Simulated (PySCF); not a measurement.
An equivalent PySCF input for Ag (silver, neutral), [Kr] 4d10 5s1, 2S determinant, with scalar relativity by spin-free X2C-1e:

```python
from pyscf import gto, scf, dft, mp, cc
import basis_set_exchange as bse
mol = gto.M(atom="Ag 0 0 0", charge=0, spin=1, symmetry="D2h",
            basis=gto.basis.parse(bse.get_basis("x2c-TZVPPall", elements=["Ag"], fmt="nwchem")),
            nucmod="G")
mf = dft.UKS(mol, xc="R2SCAN").sfx2c1e()
mf.irrep_nelec = {'Ag': (9, 8), 'B1g': (2, 2), 'B2g': (2, 2), 'B3g': (2, 2), 'B1u': (3, 3), 'B2u': (3, 3), 'B3u': (3, 3)}
mf.kernel()
```

It reaches the same state as the run whose output follows, with an energy that differs only through the grid. The run itself started from symmetry-adapted Hartree-Fock orbitals and held the occupation by maximum overlap, on a logarithmic radial grid, so the iterations belong to that start.

```
SCF conv_tol = 1e-09
number electrons alpha = 24  beta = 23
XC functionals = R2SCAN
    J. W. Furness, A. D. Kaplan, J. Ning, J. P. Perdew, and J. Sun.,  J. Phys. Chem. Lett. 11, 8208-8215 (2020)
    J. W. Furness, A. D. Kaplan, J. Ning, J. P. Perdew, and J. Sun.,  J. Phys. Chem. Lett. 11, 9248-9248 (2020)
    J. W. Furness, A. D. Kaplan, J. Ning, J. P. Perdew, and J. Sun.,  J. Phys. Chem. Lett. 11, 8208-8215 (2020)
    J. W. Furness, A. D. Kaplan, J. Ning, J. P. Perdew, and J. Sun.,  J. Phys. Chem. Lett. 11, 9248-9248 (2020)
cycle= 1 E= -5315.38918288738  delta_E= -0.0122  |g|= 0.09  |ddm|= 0.336
cycle= 2 E= -5315.38668885768  delta_E= 0.00249  |g|= 0.145  |ddm|= 0.177
cycle= 3 E= -5315.39076292746  delta_E= -0.00407  |g|= 0.00766  |ddm|= 0.0662
cycle= 4 E= -5315.39078002375  delta_E= -1.71e-05  |g|= 0.00113  |ddm|= 0.0158
cycle= 5 E= -5315.39078131699  delta_E= -1.29e-06  |g|= 0.000144  |ddm|= 0.00817
cycle= 6 E= -5315.39078132321  delta_E= -6.23e-09  |g|= 3.21e-05  |ddm|= 0.000178
cycle= 7 E= -5315.39078132353  delta_E= -3.13e-10  |g|= 2.03e-06  |ddm|= 1.64e-05
converged SCF energy = -5315.39078132353  <S^2> = 0.75301064  2S+1 = 2.0030084
```
